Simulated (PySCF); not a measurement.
A structure optimised at PBE-D3(BJ)/def2-SVP, used in a PySCF frequency run:

```xyz
8

O     -0.9066    -1.8062     0.0000
C     -0.0373    -0.9512     0.0000
O      1.2851    -1.2217     0.0000
Si    -0.5615     0.8980     0.0000
F      0.7141     1.9254     0.0000
H      1.3651    -2.2062     0.0000
H     -1.3673     1.1175     1.2422
H     -1.3673     1.1175    -1.2422
```

Problem. Write its SMILES, formula and point group.

Solution. O=C(O)[SiH2]F, CH₃FO₂Si, Cs

Problem. What are its rotational constants (standard atomic weights)?

Solution. 7.6097, 2.6467, 2.0124 GHz
